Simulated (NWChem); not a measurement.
System: CH6OSeSi; SMILES C[Se]O[SiH3]

Parts of the log:

```
             Northwest Computational Chemistry Package (NWChem) 7.3.0
             --------------------------------------------------------

 C1  symmetry detected

                             Geometry "geometry" -> ""
                             -------------------------

 Output coordinates in angstroms (scale by  1.889725989 to convert to a.u.)

  No.       Tag          Charge          X              Y              Z
 ---- ---------------- ---------- -------------- -------------- --------------
    1 Se                  34.0000    -0.42711412     0.85173516    -0.07051960
    2 C                    6.0000     1.41896993     1.47275349     0.01559233
    3 H                    1.0000     1.42439618     2.49180322    -0.42196795
    4 H                    1.0000     2.08604213     0.81519924    -0.57308417
    5 H                    1.0000     1.74471966     1.52278502     1.07150528
    6 O                    8.0000    -0.16416681    -0.75253730     0.81963840
    7 Si                  14.0000     0.10605641    -2.08108215    -0.20617415
    8 H                    1.0000    -1.08279184    -2.36731304    -1.08295683
    9 H                    1.0000     0.34910758    -3.23941944     0.71913122
   10 H                    1.0000     1.31513178    -1.86312290    -1.07918423

 Effective nuclear repulsion energy (a.u.)     351.4168316870

  pbe96 is a nonlocal functional; adding pw91lda local functional.

                                 NWChem DFT Module
                                 -----------------

 Summary of "ao basis" -> "ao basis" (spherical)
 ------------------------------------------------------------------------------
       Tag                 Description            Shells   Functions and Types
 ---------------- ------------------------------  ------  ---------------------
 Se                         def2-svp                12       32   5s4p3d
 C                          def2-svp                 6       14   3s2p1d
 H                          def2-svp                 3        5   2s1p
 O                          def2-svp                 6       14   3s2p1d
 Si                         def2-svp                 8       18   4s3p1d

            General Information
            -------------------
          SCF calculation type: DFT
          Wavefunction type:  closed shell.
          No. of atoms     :    10
          No. of electrons :    68
           Alpha electrons :    34
            Beta electrons :    34
          Charge           :     0
          Spin multiplicity:     1
          Use of symmetry is: off; symmetry adaption is: off
          Maximum number of iterations: 150
          AO basis - number of functions:   108
                     number of shells:    50
          Convergence on energy requested:  1.00D-06
          Convergence on density requested:  1.00D-05
          Convergence on gradient requested:  5.00D-04

              XC Information
              --------------
                     Hartree-Fock (Exact) Exchange  1.000
                     LC-wPBE(h)Exchange Functional  0.800
            Perdew 1991 LDA Correlation Functional  1.000 local
           PerdewBurkeErnz. Correlation Functional  1.000 non-local

           Range-Separation Parameters
           ---------------------------
           Alpha           :  0.20
           Beta            :  0.80
           Gamma           :  0.20
           Short-Range HF  :     F

             Grid Information
             ----------------
          Grid used for XC integration:  medium
          Radial quadrature: Mura-Knowles
          Angular quadrature: Lebedev.
          Tag              B.-S. Rad. Rad. Pts. Rad. Cut. Ang. Pts.
          ---              ---------- --------- --------- ---------
          Se                  1.15      112          11.0       590
          C                   0.70       49          12.0       434
          H                   0.35       45          13.0       434
          O                   0.60       49          10.0       434
          Si                  1.10       88          12.0       590
          Grid pruning is: on
          Number of quadrature shells:   568
          Spatial weights used:  Erf1

      Superposition of Atomic Density Guess
      -------------------------------------

 Sum of atomic energies:       -2803.56196802

      Non-variational initial energy
      ------------------------------

 Total energy =   -2804.798701
 1-e energy   =   -4600.869309
 2-e energy   =    1444.653776
 HOMO         =      -0.233228
 LUMO         =      -0.047260

     ---------------------------------------------
      Total Density - Mulliken Population Analysis
     ---------------------------------------------

    Atom       Charge   Shell Charges
 -----------   ------   -------------------------------------------------------
    1 Se  34    33.62   2.00  2.00  2.00  1.34  0.55  6.00  5.98  1.66  2.01  8.21  1.75  0.14
    2 C    6     6.28   1.99  0.95  0.27  1.93  1.12  0.02
    3 H    1     0.87   0.65  0.19  0.02
    4 H    1     0.89   0.67  0.19  0.02
    5 H    1     0.88   0.66  0.19  0.02
    6 O    8     8.90   1.99  1.11  0.73  2.98  2.08  0.01
    7 Si  14    13.28   2.00  1.99  0.97  0.27  5.94  1.01  0.92  0.19
    8 H    1     1.09   0.70  0.38  0.01
    9 H    1     1.10   0.70  0.39  0.01
   10 H    1     1.09   0.70  0.38  0.01

   convergence    iter        energy       DeltaE   RMS-Dens  Diis-err
 ---------------- ----- ----------------- --------- --------- ---------
 d= 0,ls=0.0,diis     1  -2806.9265917923 -3.16D+03  8.40D-03  5.44D-01
 d= 0,ls=0.0,diis     2  -2806.9289702891 -2.38D-03  4.39D-03  6.16D-01
 d= 0,ls=0.0,diis     3  -2806.9870005620 -5.80D-02  1.00D-03  3.65D-02
 d= 0,ls=0.0,diis     4  -2806.9904253449 -3.42D-03  1.83D-04  7.03D-04
 d= 0,ls=0.0,diis     5  -2806.9904989153 -7.36D-05  7.04D-05  6.08D-05
  Resetting Diis
 d= 0,ls=0.0,diis     6  -2806.9905069755 -8.06D-06  2.71D-05  6.90D-06
 d= 0,ls=0.0,diis     7  -2806.9905082142 -1.24D-06  6.90D-06  1.91D-07
 d= 0,ls=0.0,diis     8  -2806.9905082660 -5.18D-08  2.77D-06  8.58D-08

         Total DFT energy =    -2806.990508265956
      One electron energy =    -4602.964442033685
           Coulomb energy =     1568.332328603623
    Exchange-Corr. energy =     -123.775226522866
 Nuclear repulsion energy =      351.416831686972

 Numeric. integr. density =       68.000007137234

                       DFT Final Molecular Orbital Analysis
                       ------------------------------------

 Vector   32  Occ=2.000000D+00  E=-4.055633D-01
              MO Center=  2.7D-01, -1.8D+00,  1.2D-01, r^2= 3.6D+00
   Bfn.  Coefficient  Atom+Function         Bfn.  Coefficient  Atom+Function
  ----- ------------  ---------------      ----- ------------  ---------------
    99      0.304416   9 H  s                67     -0.271487   6 O  pz
   104     -0.242305  10 H  s                70     -0.214601   6 O  pz
   100      0.206742   9 H  s                85      0.197664   7 Si pz
    13     -0.145593   1 Se py              105     -0.143895  10 H  s
    16     -0.129081   1 Se py               66      0.113772   6 O  py

 Vector   33  Occ=2.000000D+00  E=-3.729306D-01
              MO Center= -3.4D-02, -5.9D-01,  1.3D-01, r^2= 3.5D+00
   Bfn.  Coefficient  Atom+Function         Bfn.  Coefficient  Atom+Function
  ----- ------------  ---------------      ----- ------------  ---------------
    65      0.460683   6 O  px               68      0.362280   6 O  px
    36      0.198544   2 C  px               12     -0.193263   1 Se px
    94      0.191134   8 H  s                95      0.171136   8 H  s
   104     -0.159647  10 H  s               105     -0.158567  10 H  s
     5      0.136710   1 Se s                 4      0.131505   1 Se s

 Vector   34  Occ=2.000000D+00  E=-3.033286D-01
              MO Center= -2.9D-01,  7.0D-01,  9.4D-03, r^2= 2.3D+00
   Bfn.  Coefficient  Atom+Function         Bfn.  Coefficient  Atom+Function
  ----- ------------  ---------------      ----- ------------  ---------------
    17      0.518484   1 Se pz               14      0.454094   1 Se pz
    11     -0.281503   1 Se pz               16      0.272526   1 Se py
    67     -0.210625   6 O  pz               13      0.205139   1 Se py
    70     -0.173906   6 O  pz               10     -0.129239   1 Se py
    15     -0.128807   1 Se px               78      0.112261   7 Si s

 Vector   35  Occ=0.000000D+00  E= 2.134623D-02
              MO Center= -3.1D-01,  2.6D-01,  1.9D-02, r^2= 3.6D+00
   Bfn.  Coefficient  Atom+Function         Bfn.  Coefficient  Atom+Function
  ----- ------------  ---------------      ----- ------------  ---------------
    16      0.655134   1 Se py               64      0.553089   6 O  s
    13      0.340960   1 Se py               17     -0.339045   1 Se pz
    87     -0.260352   7 Si py               35     -0.257450   2 C  s
    88     -0.243045   7 Si pz               70     -0.229218   6 O  pz
    10     -0.217355   1 Se py               67     -0.214121   6 O  pz

 Vector   36  Occ=0.000000D+00  E= 9.334191D-02
              MO Center=  5.5D-01,  1.4D-01, -1.8D-01, r^2= 6.6D+00
   Bfn.  Coefficient  Atom+Function         Bfn.  Coefficient  Atom+Function
  ----- ------------  ---------------      ----- ------------  ---------------
    35      1.783821   2 C  s                15     -0.771542   1 Se px
    53     -0.672017   4 H  s                 5     -0.520323   1 Se s
    48     -0.519619   3 H  s                87     -0.510428   7 Si py
    58     -0.496779   5 H  s                86      0.358433   7 Si px
   105     -0.319419  10 H  s                39     -0.312685   2 C  px

 Vector   37  Occ=0.000000D+00  E= 1.135323D-01
              MO Center=  1.8D-01, -7.8D-01, -1.7D-01, r^2= 6.0D+00
   Bfn.  Coefficient  Atom+Function         Bfn.  Coefficient  Atom+Function
  ----- ------------  ---------------      ----- ------------  ---------------
    87      0.936980   7 Si py               15     -0.694292   1 Se px
   100      0.632473   9 H  s                39     -0.537616   2 C  px
     5     -0.494865   1 Se s                 4     -0.461242   1 Se s
    95      0.431666   8 H  s                35      0.411755   2 C  s
    79     -0.333918   7 Si s                69      0.287887   6 O  py

     ---------------------------------------------
      Total Density - Mulliken Population Analysis
     ---------------------------------------------

    Atom       Charge   Shell Charges
 -----------   ------   -------------------------------------------------------
    1 Se  34    33.76   2.00  2.00  1.99  1.43  0.48  6.00  5.97  1.89  1.86  8.17  1.76  0.21
    2 C    6     6.23   1.99  0.90  0.27  2.07  0.99  0.02
    3 H    1     0.91   0.72  0.17  0.02
    4 H    1     0.90   0.72  0.16  0.02
    5 H    1     0.89   0.72  0.15  0.02
    6 O    8     8.59   1.99  1.08  0.77  2.80  1.94  0.01
    7 Si  14    13.44   2.00  1.98  1.02  0.17  5.93  1.25  0.82  0.27
    8 H    1     1.09   0.73  0.35  0.01
    9 H    1     1.09   0.73  0.35  0.01
   10 H    1     1.10   0.73  0.36  0.01

     -------------------------------------------
      Total Density - Lowdin Population Analysis
     -------------------------------------------

    Atom       Charge   Shell Charges
 -----------   ------   -------------------------------------------------------
    1 Se  34    33.68   2.00  2.00  1.96  1.09  0.65  5.99  5.79  1.99  1.99  7.84  2.04  0.35
    2 C    6     6.19   1.96  0.60  0.35  1.84  1.37  0.06
    3 H    1     0.96   0.62  0.26  0.07
    4 H    1     0.96   0.63  0.26  0.07
    5 H    1     0.96   0.63  0.26  0.07
    6 O    8     8.41   1.97  0.96  0.67  2.67  2.12  0.01
    7 Si  14    13.55   2.00  1.93  0.66  0.36  5.82  1.26  1.11  0.41
    8 H    1     1.10   0.64  0.44  0.02
    9 H    1     1.10   0.64  0.43  0.02
   10 H    1     1.11   0.64  0.44  0.02

     Multipole analysis of the density
     ---------------------------------

     L   x y z        total         alpha         beta         nuclear
     -   - - -        -----         -----         ----         -------
     0   0 0 0     -0.000000    -34.000000    -34.000000     68.000000

     1   1 0 0      0.476798      0.238399      0.238399     -0.000000
     1   0 1 0      0.423031      0.211515      0.211515     -0.000000
     1   0 0 1     -0.422389     -0.211195     -0.211195     -0.000000

     2   2 0 0    -32.840168    -71.958777    -71.958777    111.077385
     2   1 1 0      1.183579     -8.259384     -8.259384     17.702347
     2   1 0 1      0.362800      0.446385      0.446385     -0.529970
     2   0 2 0    -31.045970   -250.506685   -250.506685    469.967401
     2   0 1 1      0.089000     -2.679988     -2.679988      5.448975
     2   0 0 2    -35.732217    -36.880771    -36.880771     38.029324
```

Level: LRC-wPBEh/def2-SVP. Structure relaxed at the PBE-D3(BJ)/def2-SVP level.

Write an input that gives this output.

One answer among several that fit: the input that was run:
```
start job
memory heap 200 mb stack 900 mb global 1100 mb
geometry units angstroms noautoz
  Se    -0.315014     0.815646    -0.273070
  C      1.525483     1.341208     0.097687
  H      1.671013     2.326791    -0.389548
  H      2.239381     0.610775    -0.327425
  H      1.669036     1.444553     1.189603
  O     -0.311485    -0.736963     0.739158
  Si     0.043504    -2.144009    -0.146589
  H     -0.994441    -2.424382    -1.199251
  H      0.050194    -3.248905     0.871335
  H      1.395170    -2.050326    -0.806694
end
basis spherical
  * library def2-svp
end
dft
  xc xwpbe 0.80 cpbe96 1.0 hfexch 1.00
  cam 0.2 cam_alpha 0.2 cam_beta 0.8
  iterations 150
  mulliken
end
task dft energy
```
